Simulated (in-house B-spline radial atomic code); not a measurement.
**Solving the quasi-particle equation for 6s up of neutral caesium**

Configuration [Xe] 6s1, highest spin, start PBE0; correlation leaves out the 8 deepest shells, empty levels kept to 2000 hartree. Computed with a B-spline radial code for spherical atoms: all electrons, scalar-relativistic (spin-free one-electron X2C), finite nucleus, each spin shell either full or empty, empty states to l = 9 with an (l + 1/2)⁻⁴ tail; G0W0 by contour deformation at full frequency.

RPA overbinds a lone outer s electron by self-correlation, and G0W0 tends to as well.

At the mean-field level ε = -2.661 eV the matrix elements are Σx = -5.22 eV, v_xc = -4.427 eV and Σc(ε) = -0.867 eV, and the slope of the correlation self-energy is dΣc/dω = -0.1254. The quasi-particle energy solves E = ε + Σx − v_xc + Σc(E).

What does the linearised equation give?

Z = 1/(1 − dΣc/dω) = 1/1.1254 = 0.8886. The first-order shift is Σx − v_xc + Σc(ε) = -5.22 − (-4.427) + (-0.867) = -1.660 eV, so E ≈ ε + Z × shift = -2.661 + 0.8886 × (-1.660) = -4.136 eV.

How does that compare with the full solution and with static screening?

Solving the equation at full frequency dependence gives E = -4.117 eV, where Σc = -0.663 eV and the weight is 0.847; the linearised value is off by 19 meV. Leaving Z out would give -4.321 eV. Static COHSEX puts -1.557 eV in place of Σc and gives -5.011 eV, 0.89 eV deeper. The tabulated removal energy is 3.894 eV (NIST, measured); the run leaves out spin-orbit coupling, Breit and QED terms.
